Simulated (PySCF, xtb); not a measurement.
GaI2, SMILES [Ga+]([I])[I], charge +1.

Harmonic wavenumbers (cm⁻¹) from GFN2-xTB (xtb 6.7.1) at its own minimum, in rising order: 57, 57, 155, 353.

Problem. What does r2SCAN-D4/def2-SVP (PySCF) give at its own minimum? (The exact figures need the calculation; the answer reports its results.)

Solution. 68, 68, 178, 393. Paired by order, the mean absolute difference is 22 cm⁻¹ and the zero-point energies are 0.9 and 1.0 kcal/mol.
